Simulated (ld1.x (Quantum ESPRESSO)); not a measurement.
Before and after: TM potential for S

- Element: sulfur (S)
- Generator: ld1.x (Quantum ESPRESSO) 7.5
- Type: norm-conserving Troullier–Martins (Kleinman–Bylander form)
- Functional: PBE
- Relativity: scalar-relativistic
- Frozen core: [Ne]
- Valence charge: 6
- Reference configuration: 3s2 3p4
- Partial waves: 3p (bound): rc 1.20 bohr; 3s (bound): rc 1.10 bohr
- Local potential: the s channel
- Core correction: a·sin(br)/r model core inside 0.70 bohr

Change: core correction a·sin(br)/r model core inside 1.20 bohr.

Cutoffs: the cutoffs (Ry, on a coarse ladder) from which the occupation-weighted sum of valence levels, in a spherical-Bessel basis at the reference potential, stays within 10 and 1 mRy of its value at 400 Ry; they do not see the model core or the augmentation charge, which bear on the density cutoff. Errors are all-electron minus pseudo energies relative to the spin-unpolarised reference configuration.

**Question.** Predict the effect on cutoff, ghosts and configuration errors.

**Answer.** The potential gets neither clearly harder nor softer (80 Ry and 160 Ry → 80 Ry and 160 Ry); of the 7 tests that both files solve, the error grows in 0 and shrinks in 4 by more than 15 % and 0.3 meV (median size 4.3 → 3.6 meV); neither file shows a bound ghost. A wider model core is smoother and lowers the density cutoff, which this test does not measure.

```csv
quantity,base,changed
"cutoff, loose",80 Ry,80 Ry
"cutoff, tight",160 Ry,160 Ry
bound ghosts,none,none
"error for 3s2 3p3, meV [ΔE 11.77 eV]",+4.3,+3.6
"error for 3s2 3p2, meV [ΔE 34.05 eV]",+28,+22
"error for 3s2 3p1, meV [ΔE 68.09 eV]",+84,+65
"error for 3s1 3p5, meV [ΔE 10.31 eV]",+0.3,-0.2
"error for 3s2 3p3.5, meV [ΔE 4.66 eV]",+0.7,+0.6
"error for 3s2 3p4.3, meV [ΔE -1.71 eV]",+0.3,+0.3
"error for 3s1 3p4, meV [ΔE 22.65 eV]",+8.5,+5.2
s: phases at 1.29 bohr within 0.05 rad from the reference energy up to (Ry; the scan ends near 5),1.9,1.9
p: phases at 1.29 bohr within 0.05 rad from the reference energy up to (Ry; the scan ends near 5),1.5,1.5
```
